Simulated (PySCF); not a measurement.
## Hg⁺: excitation energy

Hg⁺ [Xe] 4f14 5d10 6s1 (2S) → Hg⁺ [Xe] 4f14 5d9 6s2 (2D), as a difference of total energies. Calculation: PySCF 2.14, in x2c-TZVPPall with one added diffuse shell each of s, p, d, f type (12s8p8d4f1g, 113 functions); the spin-free X2C one-electron Hamiltonian (Gaussian nucleus). Correlated levels: valence: [Xe] 4f14 frozen. The calculations carry no spin-orbit coupling.

| method | excitation energy (cm⁻¹) | error (cm⁻¹) |
| --- | --- | --- |
| UHF | 44271 | +2740 |
| MP2 (valence) | 44579 | +3048 |
| SCS-MP2 (valence) | 43636 | +2105 |
| CCSD (valence) | 43818 | +2287 |
| CCSD(T) (valence) | 43685 | +2154 |

Reference: 41531 cm⁻¹ (measured; NIST levels, between the centres of gravity of the two terms).

Errors of the correlated levels include the incompleteness of this basis and the frozen core.
